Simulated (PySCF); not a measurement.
Energy of Co⁺ (cobalt, charge +1) between two integer charges

The 3d beta orbital of [Ar] 3d8 is emptied in steps (occupation f), with all orbitals relaxed, ending at [Ar] 3d7. Computed with PySCF 2.14 in aug-cc-pVTZ (8s7p5d3f2g, 93 functions), with no relativity, point nucleus. The exact energy is a straight line in f; departures are measured from the line between the end points of the same method.

| f | TPSS (eV) |
| --- | --- |
| 1 | 0.000 |
| 0.8 | -1.048 |
| 0.6 | -1.595 |
| 0.4 | -1.617 |
| 0.2 | -1.091 |
| 0 | 0.000 |

```json
{"method": "TPSS", "E(f=0) − E(f=1) (eV)": "18.038", "−ε at f=1 (eV)": "11.589", "−ε at f=0.4 (eV)": "19.281"}
```

Orbital energy along the path (eV):

```json
{"f": "1", "TPSS": "-11.589"}
{"f": "0.8", "TPSS": "-14.029"}
{"f": "0.6", "TPSS": "-16.598"}
{"f": "0.4", "TPSS": "-19.281"}
{"f": "0.2", "TPSS": "-22.066"}
{"f": "0", "TPSS": "-24.932"}
```

Reference removal energy between the ground levels: 17.084 eV (measured; NIST Atomic Spectra Database, ionization energies). The calculation has no spin-orbit coupling. The determinant left behind need not be the lowest term of the ion.
